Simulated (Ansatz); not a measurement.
Cartesian coordinates in Å:
```
B -0.8501 2.0448 -0.8025
Si 0.3566 0.4455 -0.6355
F 1.8769 0.9364 -0.4759
O -0.1628 -0.3215 0.7069
C 0.1499 -1.6468 1.0781
H -1.6643 2.1492 -1.6712
H -0.7831 2.9244 0.0035
H 0.3976 -0.5313 -1.7590
H -0.6819 -2.0513 1.6574
H 1.0513 -1.6650 1.6967
H 0.3099 -2.2845 0.2015
```

Charge 0, multiplicity 1.

Question: List the PBE/def2-TZVPP orbital energies in eV (Ansatz 0.2.0). (Estimate.)

Answer: Ansatz gave: Occupied: -1780.43, -659.62, -510.62, -270.38, -177.71, -138.03, -94.82, -94.78, -94.71, -29.31, -25.60, -17.28, -13.81, -12.37, -11.86, -11.37, -11.19, -10.35, -10.13, -9.28, -8.61, -7.73, -7.19, -6.99. Lowest empty: -3.63, 0.07, 0.69, 1.14, 1.25, 1.68, 2.14, 2.26.
